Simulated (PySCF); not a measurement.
Below is a simulated gas-phase P 2p photoelectron spectrum of (H2Al-mu-PH2)3 (Al3H12P3).

Every computed line was given a Gaussian of 1.0 eV full width at half maximum and an area set by the number of equivalent atoms (split 2:1 within a doublet); the highest printed point is 100. Method: PySCF 2.14.0, delta-SCF UKS SCAN, pcX-2 on the ionised atom, pcseg-1 elsewhere, spin-free X2C.

binding energy (eV), intensity and a bar:
```
    135.1          0 
    135.2          1 
    135.3          2 
    135.4          3 #
    135.5          5 ##
    135.6          9 ###
    135.7         15 ####
    135.8         22 #######
    135.9         32 ##########
    136.0         45 #############
    136.1         58 #################
    136.2         72 #####################
    136.3         84 #########################
    136.4         93 ############################
    136.5         99 ##############################
    136.6        100 ##############################
    136.7         98 #############################
    136.8         92 ############################
    136.9         86 ##########################
    137.0         79 ########################
    137.1         73 ######################
    137.2         68 ####################
    137.3         63 ###################
    137.4         58 #################
    137.5         53 ################
    137.6         46 ##############
    137.7         39 ############
    137.8         32 ##########
    137.9         25 #######
    138.0         18 #####
    138.1         13 ####
    138.2          8 ##
    138.3          5 ##
    138.4          3 #
    138.5          2 
    138.6          1 
    138.7          0 
    138.8          0 
    138.9          0
```

**Question.** Count the maxima, the lines and the sites behind this envelope.

**Answer.** The curve has 1 maximum (at 136.6 eV). Under it lie 2 lines from 1 inequivalent phosphorus site, drawn as a 2p3/2, 2p1/2 pair. At this width some lines have no maximum of their own.

**Question.** Decompose the envelope and assign each component. Bonds: Al1–P4, Al1–P12, P4–Al5, Al5–P8, P8–Al9, Al9–P12. Hydrogens: H2, H3 on Al1; H13, H14 on P4; H6, H7 on Al5; H15, H16 on P8; H10, H11 on Al9; H17, H18 on P12.

**Answer.** 
| position (eV) | relative area | line | atoms | environment |
| --- | --- | --- | --- | --- |
| 136.52 | 2.00 | P 2p3/2 | P4/P8/P12 | phosphorus bonded to 2 Al and 2 H |
| 137.41 | 1.00 | P 2p1/2 | P4/P8/P12 | phosphorus bonded to 2 Al and 2 H |

No satellites, vibrations or lifetime broadening are included. One atom of each set of topologically equivalent atoms was ionised and stands for the set; in this conformer not all members are related by symmetry, and their own values weren't computed. 2p3/2 and 2p1/2 are the ΔSCF energy of one spin-free 2p hole plus the eigenvalues of a spin–orbit and ligand-field matrix of the shell. 2p1/2 minus 2p3/2 (ligand field included): P 0.89 eV. The structure is a single PBE0-D3(BJ)/def2-SVP conformer in the gas phase; no vibrational or solvent corrections.

Time: 30 s wall; peak memory 0.76 GiB. Hardware: one thread of an Intel Xeon 6975P-C, no GPU, on a shared host.
